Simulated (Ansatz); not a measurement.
A run of Ansatz (development build ahead of 0.2.0) on singlet Mg4O4 at this shape:

```xyz
8

Mg   -0.8620   -0.8620   -0.8620
O    -0.9375   -0.9375    0.9375
O    -0.9375    0.9375   -0.9375
Mg   -0.8620    0.8620    0.8620
O     0.9375   -0.9375   -0.9375
Mg    0.8620   -0.8620    0.8620
Mg    0.8620    0.8620   -0.8620
O     0.9375    0.9375    0.9375
```

Its results:

```yaml
Converged: yes
Total_energy: -1098.14487 hartree
Spin_squared_of_the_determinant: 0.000
```

Q: Which input gives this output? Name the method, the orbitals and the basis set, and write the input.

A: RHF in cc-pVDZ. An unrestricted run that stays on the closed shell gives the same numbers.

```yaml
crystal:
  periodic: [false, false, false]
  atoms:
    - { symbol: Mg, position_ang: [-0.86196, -0.86196, -0.86196] }
    - { symbol: O, position_ang: [-0.93745, -0.93745, 0.93745] }
    - { symbol: O, position_ang: [-0.93745, 0.93745, -0.93745] }
    - { symbol: Mg, position_ang: [-0.86196, 0.86196, 0.86196] }
    - { symbol: O, position_ang: [0.93745, -0.93745, -0.93745] }
    - { symbol: Mg, position_ang: [0.86196, -0.86196, 0.86196] }
    - { symbol: Mg, position_ang: [0.86196, 0.86196, -0.86196] }
    - { symbol: O, position_ang: [0.93745, 0.93745, 0.93745] }
basis:
  gaussian: { orbitals: cc-pVDZ }
hamiltonian:
  xc: hf
```

Caution: no unrestricted run beside it, a lower state can exist.
